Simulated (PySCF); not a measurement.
B2F2H3N.
SMILES: `FB(F)BN`

Computed with PBE0-D3(BJ)/def2-SVP geometry optimisation, gas phase (PySCF 2.14.0).

Masses are those of the commonest isotopes; rigid-rotor values at the optimised geometry. 

**Question.** Give the principal moments of inertia and the rotational constants in cm⁻¹.

**Answer.** Ia = 57.68, Ib = 165.83, Ic = 202.91 u·Å²; 505379 MHz·u·Å²/I gives 8762, 3048 and 2491 MHz, that is A = 0.29227, B = 0.10166, C = 0.08308 cm⁻¹.

**Question.** What kind of rotor is it?

**Answer.** An asymmetric top: κ = (2 × 3048 − 8762 − 2491)/(8762 − 2491) = -0.82.

**Question.** Is it planar, by Δ = Ic − Ia − Ib?

**Answer.** Not planar: Δ = Ic − Ia − Ib = -20.60 u·Å². For a rigid frame Δ = −2 Σ m c², so Σ m c² = 10.30 u·Å² lies off the ab plane: 4.86 from hydrogen and 5.44 from heavier atoms. The atom farthest from that plane is 1.75 Å away.

**Question.** Give the other two planar moments, Paa and Pbb, and the rms extents of the mass along the axes.

**Answer.** Paa = Σ m a² = (Ib + Ic − Ia)/2 = 155.53 and Pbb = Σ m b² = (Ia + Ic − Ib)/2 = 47.38 u·Å². With the mass M = 77.04 u, the rms extents √(P/M) along a, b and c are 1.42, 0.78, 0.37 Å.

**Question.** Give the coordinates in the principal-axis frame, origin at the centre of mass.

**Answer.** The sense of each axis is arbitrary; atoms in the order of the calculation.
```tsv
atom	mass (u)	a (Å)	b (Å)	c (Å)
N1	14.003	-2.210	-0.015	-0.325
B2	11.009	-1.150	0.043	0.570
B3	11.009	0.490	0.002	0.096
F4	18.998	1.170	-1.125	-0.066
F5	18.998	1.197	1.107	-0.100
H6	1.008	-3.177	0.023	-0.028
H7	1.008	-2.107	-0.086	-1.330
H8	1.008	-1.433	0.135	1.747
```

**Question.** Which lines would a microwave search look for?

**Answer.** The dipole components are |μa| = 2.95 D, |μb| = 0.05 D, |μc| = 1.10 D. Intensities carry the squares of the components, which stand as 1.00 : 0.00 : 0.14 (a : b : c). Some lines, for components of 0.1 D or more:

| type | branch | J(Ka,Kc) | MHz | lower level (cm⁻¹) |
| --- | --- | --- | --- | --- |
| a | R | 2(1,2) ← 1(1,1) | 10520 | 0.375 |
| a | R | 2(0,2) ← 1(0,1) | 11038 | 0.185 |
| a | R | 3(1,3) ← 2(1,2) | 15756 | 0.726 |
| a | R | 3(0,3) ← 2(0,2) | 16461 | 0.553 |
| a | R | 3(1,2) ← 2(1,1) | 17425 | 0.782 |
| c | R | 2(1,1) ← 1(0,1) | 17905 | 0.185 |
| c | R | 3(1,2) ← 2(0,2) | 24292 | 0.553 |
| c | R | 2(2,0) ← 1(1,0) | 28816 | 0.394 |
| c | R | 3(2,1) ← 2(1,1) | 33951 | 0.782 |
| c | R | 3(2,2) ← 2(1,2) | 35429 | 0.726 |

Not checked by PBE0-D3(BJ)/def2-SVP frequencies. Constants of a rigid frame at the computed geometry: no zero-point averaging, no centrifugal distortion. Quadrupole hyperfine structure (11B, 14N) is left out.

Time: 16 s of wall time. Hardware: one thread of an x86-64 server, no GPU, shared host. This is the geometry optimisation.

Conformer computed: `[NH2:1][BH:2][B:3]([F:4])[F:5]`: N1–B2–B3–F4 -88°, H–N1–B2–B3 -179°, H–N1–B2–B3 0°.
